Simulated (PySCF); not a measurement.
Bonds: Si1-O2 1.947 Å, Si1-O5 1.945 Å, Si1-Cl8 2.157 Å, Si1-Cl9 2.159 Å, Si1-Cl10 2.159 Å, Si1-Cl11 2.159 Å. O2 carries H3, H4; O5 carries H6, H7.

- PBE0-D3(BJ)/def2-SVP geometry
- σ from GIAO-PBE0/pcSseg-1
- code: PySCF
- one computed conformer, fast rotation and ring inversion assumed for equivalent nuclei, in vacuum, relativity neglected

Referencing at the same level of theory: 1H and 29Si against TMS; H2O for 17O; 35Cl against HCl.

```
            atoms  nucleus  count  δ (ppm)
            O2/O5      17O      2        ?
              Si1     29Si      1        ?
Cl8/Cl9/Cl10/Cl11     35Cl      4      309
      H3/H4/H6/H7       1H      4     5.01
```

Q: Estimate the values marked ?.

A: 
- Si1: -130.7 ppm, silicon bonded to 4 Cl, 2 O
- O2/O5: 148.5 ppm, oxygen bonded to Si, 2 H

OH and NH positions are those of a molecule without intermolecular hydrogen bonds; in solution they move with solvent, concentration and temperature, and exchange usually removes their couplings. Experimental scales use liquid or dissolved standards, which lie at an offset from isolated H2O (liquid H2O: subtract about 36 ppm).
